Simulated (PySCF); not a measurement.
# How the method changes the shape and vibrations of FH2NSi2

Calculated results; nothing here was measured. The program is PySCF 2.14.0, an open-source quantum chemistry code, run on an isolated molecule that a program drew, which may never have been made. The molecule is FH2NSi2 (charge 0, singlet), drawn as the SMILES string `F[SiH]=N[SiH]`.

The geometry was optimised and harmonic frequencies were computed with HF and MP2, all in the cc-pV(D+d)Z basis, for the commonest isotopes, with a restricted reference for singlets and an unrestricted one otherwise, and a frozen core in MP2. Each result is a local minimum of its method.

Geometry at the HF minimum:
```xyz
6
FH2NSi2, angstrom
F     2.5532    1.1961   -1.7829
Si    1.6127    0.7970   -0.5620
N     1.6668    1.4204    0.8511
Si    1.6625    2.3010    2.2982
H     0.7274   -0.2464   -1.0570
H     2.6542    1.4455    3.0862
```

Lengths of the bonds as drawn, in Å (atoms numbered as above):
| bond | HF | MP2 |
|---|---|---|
| F1-Si2 | 1.592 | 1.617 |
| Si2-N3 | 1.545 | 1.583 |
| N3-Si4 | 1.694 | 1.716 |
| Si2-H5 | 1.455 | 1.463 |
| Si4-H6 | 1.528 | 1.529 |

Rotational constants, in GHz:
| constant | HF | MP2 |
|---|---|---|
| A | 23.94 | 23.03 |
| B | 1.939 | 1.88 |
| C | 1.823 | 1.766 |

Harmonic frequencies in cm^-1, each column in rising order, so a row needn't be the same motion in every method:
```
rank,HF,MP2
1,91,75
2,180,155
3,268,302
4,373,334
5,595,484
6,604,557
7,914,856
8,929,865
9,977,926
10,1480,1350
11,2056,?
12,2459,2388
```

**Estimate the missing MP2 frequency from the HF column.**

A single factor s that minimises the squared misfit of MP2 against s times HF over the other rows is sum(HF x MP2) / sum(HF^2) = 0.9465, with an rms misfit of 38 cm^-1. For rank 11 it gives 0.9465 x 2056 = 1946 cm^-1. The calculation gives 2045 cm^-1, 99 cm^-1 above the estimate. The drawn bonds are on average 1.2 % longer in MP2 than in HF.
